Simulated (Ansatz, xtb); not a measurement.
Ranking isomers of C4H11B

5 gas-phase structures of C4H11B, from a drawn sample of its isomers (lower ones may exist). Each was relaxed with GFN2-xTB; where two conformers were screened, the lower at r2SCAN-D4/def2-SVP//GFN2-xTB is listed:

A. `CCBCC`, a singlet
B. `BC(C)(C)C`, a singlet
C. `B[C@H](C)CC`, a singlet
D. `CCB(C)C`, a singlet
E. `CBCCC`, a singlet

Question: Make a reasoned guess at their ranking by r2SCAN-D4/def2-SVP//GFN2-xTB single-point energy.

Answer: Calculated order at r2SCAN-D4/def2-SVP//GFN2-xTB: D (0.0), E (12.9), A (15.4), C (28.2), B (28.5) kcal/mol. Less than 1 kcal/mol parts C and B, so the order within that pair means little.

Energies above the lowest of each column, in kcal/mol; the last columns are at r2SCAN-D4/def2-SVP geometries and were run for some of them only (a dash: not run or not comparable):

```tsv
structure	GFN2-xTB	HF/STO-3G	r2SCAN-D4/def2-SVP//GFN2-xTB	r2SCAN-D4/def2-SVP	CCSD(T)/def2-SVP + ΔMP2/def2-TZVPP
D	1.6	0.0	0.0	0.0	0.0
E	0.2	9.8	12.9	12.3	11.3
A	2.4	11.6	15.4	14.8	13.9
C	0.6	21.9	28.2	–	–
B	0.0	23.0	28.5	–	–
```

CCSD(T)/def2-SVP + ΔMP2/def2-TZVPP puts D lowest of those it was run on; GFN2-xTB picks B. Flexible structures stand in one conformer each, not always the lowest. Frequencies (GFN2-xTB) were run for A, D, E alone. ΔMP2 is the change of the MP2 energy from the smaller to the larger basis.

Over these structures GFN2-xTB departs from r2SCAN-D4/def2-SVP//GFN2-xTB by 9.7 kcal/mol on average once a common shift is removed. A GFN2-xTB relaxation took about 0.25 s and the r2SCAN-D4/def2-SVP//GFN2-xTB energy about 2.7 s on a shared host (Ansatz 0.2.0, xtb 6.7.1).
